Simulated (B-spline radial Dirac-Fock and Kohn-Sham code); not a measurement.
**P¹⁰⁺: eigenvalues, ΔSCF and the reference**

System: the P¹⁰⁺ ion, [He] 2s2 2p1.

The density-functional columns are spherical, spin-unpolarised Dirac-Kohn-Sham results without Breit or QED terms: −ε is minus the orbital energy of the initial state and ΔSCF the difference of two total energies. The reference in the last column comes from Dirac-Fock ΔSCF + Breit + QED. All numbers are from an atomic code on a B-spline grid, in eV; a selection of levels is shown.

```tsv
level	LDA −ε	LDA ΔSCF	Dirac-Fock
K (1s)	2486.7	2591.1	2583.5
L1 (2s)	483.1	507.5	503.9
L2,3 (2p)	448.8	477.0	479.2
```

Values without a named source are computed, but for edge energies of neutral atoms, which are taken from tables.
